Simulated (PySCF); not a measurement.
One of the candidates below gave these computed data.

All candidates are C6H7NO2.

* 1H NMR: chemical shifts (computed TMS as zero) by class: 6.59 (1 H), 6.19 (1 H), 4.44 (2 H), 3.98 (3 H) ppm [GIAO PBE0/pcSseg-1]
* Rotational structure: rotational constants A, B, C: 4.983, 0.711, 0.668 GHz [GFN2-xTB]
* 13C NMR: chemical shifts (computed TMS as zero) by class: 174.3 (1 C), 151.0 (1 C), 129.5 (1 C), 121.1 (1 C), 53.8 (1 C), 16.9 (1 C) ppm [GIAO PBE0/pcSseg-1]
* Dipole: 4.74 D [PBE0/pcSseg-1]
* NMR, other nuclei: isotropic shieldings of nuclei other than C and H, by class: -32 (1 N), -85 (1 O), 129 (1 O) ppm [GIAO PBE0/pcSseg-1]

The electronic properties come from PySCF, for the isolated species, density fitting. Levels stand in brackets. The structure is a single GFN2-xTB conformer in the gas phase; no vibrational or solvent corrections. Each NMR value is the plain mean over a class of atoms that symmetry, rotation or inversion makes alike.

Question: Which candidate is it?
A. `C/N=C1/C=C(C(=O)O)C1`
B. `NC(=O)[C@@H]1C=CC(=O)C1`
C. `O=CN[C@@H]1C=C[C@@H]1C=O`
D. `CNc1ccoc(=O)c1`
E. `COC(=O)/C=C\CC#N`

Answer: E. It is `COC(=O)/C=C\CC#N`. Numbering: `[CH3:1][O:2][C:3](=[O:4])/[CH:5]=[CH:6]\[CH2:7][C:8]#[N:9]`. Its formula, C6H7NO2, gives 4 degrees of unsaturation: 0 rings and 4 π bonds in the structure found. 6 carbons fall into 6 classes; from least to most shielded: ester carbonyl carbon [C3] (174.3 ppm), alkene CH carbon [C6] (151.0 ppm), alkene CH carbon [C5] (129.5 ppm), nitrile carbon [C8] (121.1 ppm), methoxy carbon [C1] (53.8 ppm), sp3 carbon next to a nitrile [C7] (16.9 ppm). Hydrogen classes from least to most shielded: 1 H on an alkene CH carbon, C6 (6.59 ppm), 1 H on an alkene CH carbon, C5 (6.19 ppm), 2 H on an sp3 carbon next to a nitrile, C7 (4.44 ppm, a mean of values up to 3.3 ppm apart in this geometry), 3 H on a methoxy carbon, C1 (3.98 ppm). The other shieldings belong to: -32 ppm, nitrile nitrogen [N9]; -85 ppm, ester carbonyl oxygen [O4]; 129 ppm, ester single-bonded oxygen [O2]. The optimised geometry has point group C1 and is an asymmetric top.

The others, at the same levels:
- `CNc1ccoc(=O)c1` fails: its computed 13C shifts are 164.4 (1 C), 159.7 (1 C), 158.5 (1 C), 104.2 (1 C), 86.9 (1 C), 30.6 (1 C) ppm, 1H shifts are 7.46 (1 H), 5.28 (1 H), 4.93 (1 H), 3.44 (1 H), 2.92 (3 H) ppm and rotational constant A is 3.107 GHz (against 4.983 GHz).
- `C/N=C1/C=C(C(=O)O)C1` fails: its computed 13C shifts are 167.8 (1 C), 161.6 (1 C), 155.7 (1 C), 153.4 (1 C), 43.9 (1 C), 39.6 (1 C) ppm, 1H shifts are 6.94 (1 H), 6.37 (1 H), 3.72 (3 H), 3.30 (2 H) ppm and rotational constant A is 5.542 GHz (against 4.983 GHz).
- `NC(=O)[C@@H]1C=CC(=O)C1` fails: its computed 13C shifts are 210.2 (1 C), 169.8 (1 C), 168.3 (1 C), 142.6 (1 C), 51.5 (1 C), 37.5 (1 C) ppm, 1H shifts are 7.62 (1 H), 6.20 (1 H), 4.89 (1 H), 4.74 (1 H), 3.47 (1 H), 3.43 (1 H), 2.20 (1 H) ppm and rotational constant A is 3.870 GHz (against 4.983 GHz).
- `O=CN[C@@H]1C=C[C@@H]1C=O` fails: its computed 13C shifts are 211.3 (1 C), 160.9 (1 C), 153.9 (1 C), 143.6 (1 C), 62.7 (1 C), 51.3 (1 C) ppm, 1H shifts are 10.52 (1 H), 8.20 (1 H), 6.87 (1 H), 6.64 (1 H), 6.26 (1 H), 5.90 (1 H), 4.24 (1 H) ppm and rotational constant A is 2.763 GHz (against 4.983 GHz).

Each candidate is one conformer, not necessarily the lowest. The conformers computed, where there is a choice (atom-mapped SMILES and torsion angles):
- `[CH3:1][O:2][C:3](=[O:4])/[CH:5]=[CH:6]\[CH2:7][C:8]#[N:9]`: C1–O2–C3–O4 -1°, O2–C3–C5–C6 -177°, C5–C6–C7–C8 128°
- `[CH3:1][NH:2][c:3]1[cH:4][cH:5][o:6][c:7](=[O:8])[cH:9]1`: C1–N2–C3–C4 180°
- `[CH3:1]/[N:2]=[C:3]1/[CH:4]=[C:5]([C:6](=[O:7])[OH:8])[CH2:9]1`: C4–C5–C6–O7 -177°, H–O8–C6–C5 -179°
- `[NH2:1][C:2](=[O:3])[C@@H:4]1[CH:5]=[CH:6][C:7](=[O:8])[CH2:9]1`: N1–C2–C4–C5 -72°, H–N1–C2–O3 -1°, H–N1–C2–O3 179°
- `[O:1]=[CH:2][NH:3][C@@H:4]1[CH:5]=[CH:6][C@@H:7]1[CH:8]=[O:9]`: O1–C2–N3–C4 5°, C2–N3–C4–C5 -135°, C6–C7–C8–O9 -76°
